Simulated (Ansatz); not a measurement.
System: 1,2-dihydrodisiline, C$_{4}$H$_{8}$Si$_{2}$ (charge 0, singlet). SMILES: C1=C[SiH2][SiH2]C=C1
Coordinates optimised at B3LYP-D3(BJ)/def2-TZVP (Ansatz, a first-principles code):
```
C
C 1 1.3433
H 1 1.0871 2 115.96
H 2 1.0874 1 117.18 3 0.00
C 2 1.4695 4 112.64 1 180.00
C 5 1.3433 2 130.18 4 -180.00
H 6 1.0871 5 115.96 2 -180.00
H 5 1.0874 6 117.18 7 0.00
Si 1 1.8684 3 117.65 2 180.00
H 9 1.4854 1 109.75 3 -58.71
H 9 1.4854 10 107.09 1 -119.07
Si 6 1.8684 7 117.65 5 -180.00
H 12 1.4854 6 109.75 7 58.71
H 12 1.4854 13 107.09 6 119.07
```
Charge 0, spin multiplicity 1.

Quantity: vertical triplet-singlet gap (E(triplet) - E(singlet); each state is the SCF solution reached for its spin; for the triplet the Hartree-Fock reference is unstable and T1 is 0.020; for the singlet the Hartree-Fock reference is unstable and T1 is 0.013), in kJ/mol. Cores are frozen in the correlated levels unless marked. Open shells are spin-unrestricted. No spin-orbit coupling. No relativistic terms. CBS marks a two-point X^-3 extrapolation of the correlation energy; Hartree-Fock from the larger set.

```json
[
 {"level": "SVWN5/def2-TZVPD", "program": "Ansatz", "vertical triplet-singlet gap (kJ/mol)": "277.1"},
 {"level": "r2SCAN/def2-TZVPD", "program": "Ansatz", "vertical triplet-singlet gap (kJ/mol)": "249.1"},
 {"level": "CAM-B3LYP/def2-TZVPD", "program": "Ansatz", "vertical triplet-singlet gap (kJ/mol)": "277.8"},
 {"level": "wB97X-V/def2-TZVPD", "program": "Ansatz", "vertical triplet-singlet gap (kJ/mol)": "291.6"},
 {"level": "B2PLYP/def2-TZVPD", "program": "Ansatz", "vertical triplet-singlet gap (kJ/mol)": "280.9"},
 {"level": "RI-MP2/aug-cc-pV(T+d)Z", "program": "Ansatz", "vertical triplet-singlet gap (kJ/mol)": "354.3"},
 {"level": "RI-MP2/aug-cc-pV(Q+d)Z", "program": "Ansatz", "vertical triplet-singlet gap (kJ/mol)": "356.0"},
 {"level": "RI-MP2/CBS(aug-cc-pV(T+d)Z,aug-cc-pV(Q+d)Z)", "program": "Ansatz", "vertical triplet-singlet gap (kJ/mol)": "357.6"},
 {"level": "CCSD(T)/aug-cc-pV(D+d)Z", "program": "Ansatz", "vertical triplet-singlet gap (kJ/mol)": "290.9"}
]
```
